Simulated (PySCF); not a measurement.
Consider `[NH2+]c1ccc(N[SiH3])cc1` ([C6H10N2Si]+•, doublet). Atom numbers as in the mapped SMILES `[NH2+:1][c:2]1[cH:3][cH:4][c:5]([NH:6][SiH3:7])[cH:8][cH:9]1`.

These are calculated values, M06-2X/ma-def2-SVP in PySCF (grid level 3) at geometries from GFN2-xTB. Zero-point and thermal terms (298.15 K, 1 bar) come from unscaled GFN2-xTB harmonic frequencies, with soft modes damped to free rotors in the entropy.

**Question.** What are the vertical and the adiabatic recombination energy for forming the singlet neutral?

**Answer.** 6.33 eV vertical and 6.67 eV adiabatic, the latter with zero-point energy.

**Question.** What reduction potential follows in water (IEF-PCM), given that Fc+/Fc comes at 4.23 V absolute with this functional and basis?

**Answer.** In the gas phase −ΔG of reduction is 6.656 eV, and solvation is -215.3 kJ/mol for the parent and -34.3 kJ/mol for the product, so the absolute potential is 4.78 V, or 0.55 V against Fc+/Fc. Fc+/Fc in water, 4.23 V, is M06-2X/ma-def2-SVP on PBE0-D3(BJ)/def2-SVP structures with GFN2-xTB thermal terms (carried over from another solvent by the shift found with PBE0). Benchmark calculations put it near 5.0 V in acetonitrile and DMSO, so it is about 0.8 V low, and the value against it can read up to that much too high. The solvent is electrostatics only, on gas-phase structures; the absolute scale refers to an electron at rest in vacuum.

Caveats: ma-def2-SVP is a small basis, whose errors can reach tens of kJ/mol.
